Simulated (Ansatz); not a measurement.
Reaction (cleavage of the Si–B bond): `B[SiH2]C[SiH3]` + HBr → `[SiH3]C[SiH2]Br` + BH₃

Calculated with Ansatz (gas phase, PBE0-D4/def2-TZVP geometries, no zero-point term in ΔE). CBS: MP2 limit from def2 TZ/QZ plus the TZ coupled-cluster correction, frozen cores. This one scheme is used for every species. For Br outer-core shells are correlated without core-valence functions, which leaves a few kJ/mol of doubt a bond. Scalar relativity is left out up to krypton. Each species was taken in one conformer, which may not be the lowest.

```json
{"level": "MP2/def2-QZVPP", "ΔE (kJ/mol)": "-132.2"}
{"level": "MP2/CBS(def2)", "ΔE (kJ/mol)": "-134.5"}
```

Task: What does CCSD(T)/CBS give? (Best estimate.)

Result: The calculation gave: -121.0 kJ/mol. The listed levels differ from it by -11.2, -13.5 kJ/mol.

Largest T1 diagnostic among the species: 0.011.

In def2-TZVPP, CCSD(T) changes the Hartree–Fock value by +18.4 kJ/mol (the triples alone add +1.0 kJ/mol) and MP2 by +4.9 kJ/mol. From PBE to PBE0 (25 % exact exchange), in def2-TZVPP and without D4, ΔE moves by −7.5 kJ/mol.
